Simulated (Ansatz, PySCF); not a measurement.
B(Cl)(OMe)(NH2) (CH5BClNO), SMILES COB(N)Cl. Atoms are numbered in the order given.

```xyz
10

B      0.1835    -0.1011     0.0000
Cl    -0.4244    -1.7846     0.0000
O     -0.7517     0.8835     0.0000
C     -0.3909     2.2444     0.0000
H      0.1979     2.5118     0.8970
H     -1.3097     2.8485     0.0000
H      0.1979     2.5118    -0.8970
N      1.5714     0.1175     0.0000
H      2.2314    -0.6487     0.0000
H      1.9981     1.0349     0.0000
```
Charge 0, spin multiplicity 1.

The structure is a stationary point at B3LYP-D3(BJ)/def2-SVP. The structure was generated by enumeration, and PubChem lists no compound with its InChIKey, so it may never have been made. One conformer was computed; it need not be the lowest.

Two levels are set side by side: PBE-D3(BJ)/def2-SVP (Ansatz, a program for electronic structure) and B3LYP-D3(BJ)/def2-SVP (Ansatz). Each level has its own optimised geometry; the coordinates shown are those of the second. Frequencies come from the Hessian of PySCF at each geometry. Differences are taken from unrounded values.

| quantity | B3LYP-D3(BJ) |
|---|---|
| mean bond length (Å) | 1.255 |
| bond B1–Cl2 (Å) | 1.790 |
| bond B1–O3 (Å) | 1.358 |
| bond B1–N8 (Å) | 1.405 |
| bond O3–C4 (Å) | 1.408 |
| bond C4–H5 (Å) | 1.106 |
| bond C4–H6 (Å) | 1.100 |
| bond C4–H7 (Å) | 1.106 |
| bond N8–H9 (Å) | 1.011 |
| bond N8–H10 (Å) | 1.012 |
| highest harmonic wavenumber (cm⁻¹) | 3714 |
| mean harmonic wavenumber (cm⁻¹) | 1372 |
| zero-point energy (kcal/mol) | 47.06 |

Problem. What does PBE-D3(BJ) give, and how far is it from B3LYP-D3(BJ)? (The exact figures need the calculation; the answer reports its results.)

Solution. 
```tsv
quantity	PBE-D3(BJ)	PBE-D3(BJ) minus B3LYP-D3(BJ)
mean bond length (Å)	1.262	0.007
bond B1–Cl2 (Å)	1.789	-0.001
bond B1–O3 (Å)	1.368	0.011
bond B1–N8 (Å)	1.411	0.006
bond O3–C4 (Å)	1.412	0.004
bond C4–H5 (Å)	1.115	0.009
bond C4–H6 (Å)	1.108	0.008
bond C4–H7 (Å)	1.115	0.009
bond N8–H9 (Å)	1.018	0.007
bond N8–H10 (Å)	1.019	0.007
highest harmonic wavenumber (cm⁻¹)	3643	-70
mean harmonic wavenumber (cm⁻¹)	1335	-37
zero-point energy (kcal/mol)	45.80	-1.26
```

Exact exchange shortens and stiffens bonds; PBE has none. Differences between two approximate levels are no errors against the true value.
